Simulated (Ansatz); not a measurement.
Isolated molecules relaxed with PBE0-D4/def2-TZVP in Ansatz; ΔE leaves out vibrations. CCSD(T)/CBS adds triple-zeta CCSD(T) − MP2 to the extrapolated MP2 energy (def2 sets, frozen cores). Functionals use def2-TZVPP. Elements past krypton have def2 core potentials. For In outer-core shells are correlated without core-valence functions, which leaves a few kJ/mol of doubt a bond. Each species was taken in one conformer, which may not be the lowest.

Consider the redistribution: `C[O][InH][Cl]` + `CC1=C[SiH2]1` → `C[O][InH2]` + `ClCC1=C[SiH2]1`.

`C[O][InH][Cl]`:

Z-matrix (Å, degrees):
```
C
O 1 1.406
H 1 1.097 2 113.5
H 1 1.096 2 109.7 3 120.8
H 1 1.096 2 109.7 3 -120.8
In 2 1.962 1 124.2 3 -0.0
Cl 6 2.332 2 110.2 1 0.0
H 6 1.688 2 125.6 1 -180.0
```

`CC1=C[SiH2]1`:

Z-matrix (Å, degrees):
```
C
C 1 1.478
H 1 1.093 2 111.9
H 1 1.093 2 110.4 3 121.2
H 1 1.093 2 110.4 3 -121.2
C 2 1.332 1 138.0 3 -0.1
Si 2 1.815 1 154.1 3 179.9
H 6 1.084 2 135.5 1 0.0
H 7 1.484 2 121.9 1 -75.8
H 7 1.484 2 121.9 1 75.8
```

`C[O][InH2]`:

Z-matrix (Å, degrees):
```
C
O 1 1.398
H 1 1.101 2 113.8
H 1 1.098 2 110.4 3 120.7
H 1 1.098 2 110.4 3 -120.7
In 2 1.987 1 123.8 3 0.4
H 6 1.713 2 112.1 1 -0.0
H 6 1.703 2 111.6 1 180.0
```

`ClCC1=C[SiH2]1`:

```xyz
10

Cl   -2.069   -0.661   -1.595
C    -0.859    0.576   -1.153
C    -0.020    0.134   -0.024
C     0.453    0.665    1.102
Si    1.001   -1.046    0.892
H    -0.246    0.740   -2.040
H    -1.406    1.490   -0.923
H     0.370    1.624    1.600
H     2.386   -1.372    0.474
H     0.389   -2.149    1.668
```

(1) Is it downhill or uphill in electronic energy at CCSD(T)/CBS, and by how much? (An estimate is asked.)

(2) What do these levels give: r2SCAN0, RPA@PBE/def2-TZVPP, HF/def2-SVP, MP2/def2-SVP, CCSD/def2-SVP, CCSD(T)/def2-SVP? (Best estimate.)

Largest T1 diagnostic among the species: 0.017.

Results:

(1) Ansatz gave: Uphill: ΔE = +46.9 kcal/mol.

(2) Ansatz gave: r2SCAN0 47.5, RPA@PBE/def2-TZVPP 43.3, HF/def2-SVP 51.3, MP2/def2-SVP 48.9, CCSD/def2-SVP 47.9, CCSD(T)/def2-SVP 47.3 kcal/mol.

Leaving LDA and LC-ωPBE aside and taking each functional with its dispersion term where it has one, the values, not all of them listed here, spread over 4.2 kcal/mol, from revPBE-D4 to BHLYP-D4. LDA lies −1.7 kcal/mol from PBE without D4. In def2-TZVPP, CCSD(T) changes the Hartree–Fock value by −3.8 kcal/mol (the triples alone add −0.4 kcal/mol) and MP2 by −2.6 kcal/mol. From PBE to PBE0 (25 % exact exchange), in def2-TZVPP and without D4, ΔE moves by +1.3 kcal/mol.
